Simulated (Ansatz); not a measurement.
Reaction (ligand exchange at a B–C bond): `CB(O)[SiH2][SiH3]` + H₂S → `OB(S)[SiH2][SiH3]` + CH₄

Gas-phase electronic energies from Ansatz, PBE0-D4/def2-TZVP geometries. CCSD(T)/CBS is the MP2 limit (def2-TZVPP, def2-QZVPP) plus CCSD(T) − MP2 in def2-TZVPP, frozen cores. This one scheme is used for every species. DFT in def2-TZVPP. B3LYP here is the variant with VWN-RPA as its local correlation; programs differ in this. Each species was taken in one conformer, which may not be the lowest.

(1) Is it downhill or uphill in electronic energy at CCSD(T)/CBS, and by how much? (An estimate is asked.)

(2) What do these levels give: PBE-D4, PBE0-D4, B3LYP, MP2/def2-TZVPP, MP2/CBS(def2), CCSD/CBS(def2)? (An estimate is asked.)

Largest T1 diagnostic among the species: 0.014.

Results:

(1) Ansatz gave: Downhill: ΔE = -0.78 eV.

(2) The calculation gave: PBE-D4 -0.81, PBE0-D4 -0.80, B3LYP -0.77, MP2/def2-TZVPP -0.83, MP2/CBS(def2) -0.84, CCSD/CBS(def2) -0.75 eV.
